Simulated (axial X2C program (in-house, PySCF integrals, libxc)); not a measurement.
## Spectroscopic constants of AgH⁺

Computed with an in-house all-electron X2C program for linear molecules (integrals from PySCF). Spin-free means the one-electron spin-free X2C Hamiltonian; two-component (2c) means X2C with spin–orbit coupling and atomic mean-field two-electron Coulomb and Gaunt terms, so the difference of the two also holds small scalar two-electron terms. Basis: Ag dyall-cv3z [12s12p8d5f3g], H dyall-v3z [6s2p1d] (cores contracted in-house); Gaussian nuclei, density fitting, unrestricted open shells. Masses: Ag 106.905 u, H 1.008 u.

State, spin-free: M_S = 1/2, Λ = 0 (beyond evenly filled blocks: σα); electrons by block: σα: 10, σβ: 9, π+α: 5, π+β: 5, π-α: 5, π-β: 5, δ+α: 2, δ+β: 2, δ-α: 2, δ-β: 2. Fragments: Ag+ + H.

State, 2c: Ω = 1/2 (⟨Sz⟩ = 0.50, ⟨Lz⟩ = 0.00 at PBE0); electrons by block: 1/2: 15, -1/2: 14, 3/2: 7, -3/2: 7, 5/2: 2, -5/2: 2. Fragments: Ag+ + H.

| Hamiltonian | level | Re (Å) | ωe (cm⁻¹) | ωexe (cm⁻¹) | Be (cm⁻¹) | αe (cm⁻¹) | De (eV) | k (mdyn/Å) | μ (D) |
| --- | --- | --- | --- | --- | --- | --- | --- | --- | --- |
| 2c | PBE0 | 1.685 | 1163.3 | 117 | 5.948 | 0.593 | 0.649 | 0.796 | 0.00 |
| 2c | MP2 | 1.789 | 695.3 | n/a | 5.277 | 0.68 | 0.376 | 0.284 | n/a |
| 2c | CCSD | 1.732 | 877.9 | 117 | 5.628 | 0.826 | 0.411 | 0.453 | n/a |
| 2c | CCSD(T) | 1.708 | 984.9 | 130 | 5.788 | 0.77 | 0.458 | 0.571 | n/a |
| 2c | TPSS | 1.681 | 1269.8 | 68.6 | 5.977 | 0.435 | 0.938 | 0.948 | -0.11 |

Spin-free values that have a 2c row agree with it to the digits that matter (0.001 Å, 0.01 eV) and are not repeated.

Correlated methods: 11 electrons correlated (number of frozen shells: Ag 4 s, 3 p, 1 d; H none), 211 virtual spin orbitals or spinors in MP2, 90 natural virtuals in coupled cluster.

Dipoles are positive if H is the positive end and refer to the centre of mass.

The state is a single determinant with fixed occupations, the lowest that a limited PBE0 search found. Dissociation energies refer to the lowest single-determinant-based atoms at the same level and basis. Density functionals use the spin component along the axis (collinear). CCSD and (T) use frozen natural virtuals with an MP2 correction for the truncation; (T) itself is uncorrected, so its De runs slightly low.

No reliable constants came from HF (2c), HF (spin-free): no minimum in range, unconverged points, a curve that is not smooth, a change of character along it, or the two Hamiltonians disagreeing along it.

Rough cost a point (2c) on 1 thread(s) of a shared host, integrals apart: PBE0 0.5 s, CCSD(T) 4 s, TPSS 0.6 s.

The whole task took 110 s on 1 thread of Arm Neoverse V1, on a shared host.
